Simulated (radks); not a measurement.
Results of a calculation; reference values are marked as such.
Valence configurations of Si II (all share [Ne]). Code: a radial shooting solver on a logarithmic mesh with Libxc functionals. Model: Dirac Kohn-Sham, BLYP, spin-unpolarised, spherical densities, point nucleus; open shells are shared between the two j in proportion to 2j + 1. Energies are relative to 3s2 3p1; eigenvalues in eV.

| valence | E (eV) | e(3p1/2) | e(3p3/2) | e(3s1/2) |
|---|---|---|---|---|
| 3s2 3p1 | 0.000 | -11.545 | -11.503 | -18.906 |
| 3s1 3p2 | 7.455 | -12.165 | -12.121 | -19.654 |
| 3s1.5 3p1.5 | 3.711 | -11.861 | -11.818 | -19.288 |
| 3p3 | 15.032 | -12.742 | -12.695 | - |
| 3s0.5 3p2.5 | 11.229 | -12.458 | -12.413 | -20.005 |

NIST lists [Ne] 3s2 3p1 as the ground configuration; this level of theory agrees among the configurations tried. The energies are those of spherical spin-averaged densities, not of single terms.
